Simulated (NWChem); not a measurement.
Species: N₂H₄Te; SMILES N[Te]N

```xyz
7

Te     0.0000     0.0000     0.2804
N     -1.6430     0.0000    -0.9186
H     -1.7403    -0.8335    -1.4934
H     -1.7403     0.8335    -1.4934
N      1.6430     0.0000    -0.9186
H      1.7403     0.8335    -1.4934
H      1.7403    -0.8335    -1.4934
```
Atoms are numbered in this order, from 1.

Level: PBE0/def2-SVP with def2 effective core potentials on Te (NWChem), optimised geometry, unscaled harmonic frequencies. def2 effective core potentials on Te; no spin-orbit coupling.

**Question.** List the harmonic frequencies with IR intensities, and the thermochemistry.

**Answer.** 
| frequency (cm⁻¹) | IR intensity (km/mol) |
|---|---|
| 200 | 3.0 |
| 375 | 0.0 |
| 416 | 82.4 |
| 467 | 348.4 |
| 514 | 11.0 |
| 657 | 8.3 |
| 697 | 75.5 |
| 898 | 7.8 |
| 917 | 0.0 |
| 1535 | 12.9 |
| 1543 | 13.2 |
| 3555 | 13.7 |
| 3556 | 6.7 |
| 3671 | 51.1 |
| 3673 | 0.0 |

```json
{
  "zero_point_energy": "32.4 kcal/mol",
  "thermal correction to the enthalpy at 298.15 K (with zero-point energy)": "36.0 kcal/mol",
  "heat capacity Cv": "16.2 cal/(mol K)",
  "entropy at 298.15 K and 1 atm (symmetry number 2)": "70.9 cal/(mol K)"
}
```

Rigid rotor and harmonic oscillator.
